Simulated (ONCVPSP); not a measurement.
## Before and after: ONCV potential for tantalum

- Element: tantalum (Ta)
- Generator: ONCVPSP 4.0.1
- Type: optimised norm-conserving Vanderbilt (ONCV)
- Functional: PBE
- Relativity: scalar-relativistic
- Frozen core: [Kr] 4d10 4f14
- Valence charge: 13
- Reference configuration: 5s2 5p6 5d4 6s1
- Partial waves: 5s+6s: rc 1.85 bohr, ncon 3, nbas 8, qcut 5 1/bohr, 2 projectors; 5p: rc 1.85 bohr, ncon 4, nbas 7, qcut 9.5 1/bohr, 2 projectors, debl 0.9 Ha; 5d: rc 2.95 bohr, ncon 5, nbas 10, qcut 4.7 1/bohr, 3 projectors, debl 3.1 Ha
- Local potential: polynomial inside 1.25 bohr (lpopt 5, dvloc0 6 Ha)
- Core correction: Teter function, fcfact 6, rcfact 1.1

In the p channel the program set the typed energies aside and used -1.391, 0.250 Ha.

All-electron outer shells of the reference configuration (PBE, scalar-relativistic, ld1.x):

| shell | level (eV) | outermost node (bohr) | outermost maximum (bohr) |
| --- | --- | --- | --- |
| 5s | -71.32 | 0.54 | 0.98 |
| 5p | -37.84 | 0.58 | 1.13 |
| 4f | -23.01 | – | 0.44 |
| 6s | -4.96 | 1.33 | 2.81 |
| 5d | -2.64 | 0.65 | 1.60 |

Change: core correction Teter function, fcfact 6, rcfact 1.38.

Cutoffs: the cutoffs (Ha) at which the residual kinetic energy of the hardest occupied pseudo-wave falls to 1 and 0.1 mHa per electron; they do not see the model core or the augmentation charge, which bear on the density cutoff. Errors are all-electron minus pseudo energies relative to the spin-unpolarised reference configuration.

Task: Predict the effect on cutoff, ghosts and configuration errors.

Result: The potential gets neither clearly harder nor softer (25 Ha and 31 Ha → 25 Ha and 31 Ha); of the 4 tests that both files solve, the error grows in 0 and shrinks in 2 by more than 15 % and 0.3 meV (median size 10.8 → 8.8 meV); neither file shows a bound ghost. A model core, the more so a compact one, raises the density cutoff, which this test does not measure.

```csv
quantity,base,changed
"cutoff, loose",25 Ha,25 Ha
"cutoff, tight",31 Ha,31 Ha
bound ghosts,none,none
GHOST(+) flags under 300 eV,none,none
"error for 5s2 5p6 5d3 6s2, meV [ΔE -2.09 eV]",+14,+11
"error for 5s2 5p6 5d3 6s1, meV [ΔE 6.37 eV]",+7.8,+6.8
"error for 5s2 5p6 5d3 6s0, meV [ΔE 21.35 eV]",+6.3,+3.7
"error for 5s2 5p6 5d3 6s1 6p1, meV [ΔE 2.08 eV]",+14,+12
s: phases at 1.88 bohr within 0.05 rad from the reference energy up to (Ha; the scan ends near 5),4.1,4.1
p: phases at 1.88 bohr within 0.05 rad from the reference energy up to (Ha; the scan ends near 5),to the end of the scan,to the end of the scan
d: phases at 2.99 bohr within 0.05 rad from the reference energy up to (Ha; the scan ends near 5),to the end of the scan,to the end of the scan
"rms error of d²Exc/dni dnj with the model core, mHa",1.81,1.52
```
